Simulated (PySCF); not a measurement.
## Radial density of K(2+) (potassium, charge +2)

UHF, [Ne] 3s2 3p5, 2P determinant. Calculation: PySCF 2.14, in def2-TZVP; the non-relativistic Hamiltonian (point nucleus).

```tsv
r (bohr)	4πr²ρ (e/bohr)	4πr²(ρα − ρβ)
0.00115	0.07265	0.0000
0.00194	0.2001	0.0000
0.00327	0.5370	0.0000
0.00549	1.398	0.0001
0.00924	3.428	0.0002
0.0155	7.648	0.0007
0.0261	14.51	0.0023
0.0440	21.15	0.0093
0.0740	20.79	0.0387
0.124	15.76	0.1228
0.209	20.46	0.2082
0.352	20.00	0.0683
0.592	6.500	0.1350
0.996	6.205	0.8428
1.67	3.401	0.4938
2.82	0.2397	0.0309
4.74	0.001057	0.0001
```
